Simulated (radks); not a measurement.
Question: The mean radii <r> (bohr) of the occupied orbitals of an atom or ion are listed with their occupations. Method: scalar-relativistic Kohn-Sham, LDA (Slater exchange, Perdew-Wang correlation), spin-unpolarised, spherical densities, point nucleus; computed with a radial shooting solver on a logarithmic mesh with Libxc functionals.

orbital  occ.      <r>
1s          2  0.04707
2s          2   0.2104
2p          6   0.1839
3s          2   0.6254
3p          6   0.6476
3d         10   0.7321
4s          2    1.933

Name the element and its charge.

Answer: Z = 32, germanium, charge +2: Ge2+ in [Ar] 3d10 4s2. The 1s radius gives Z: for a bare nucleus <r> = (2 gamma + 1)/(2Z) with gamma = sqrt(1 - (Z/c)^2), 0.04601 bohr for Z = 32, and screening makes it slightly larger (0.04707 here). The occupations add up to 30, and the charge is Z minus that.
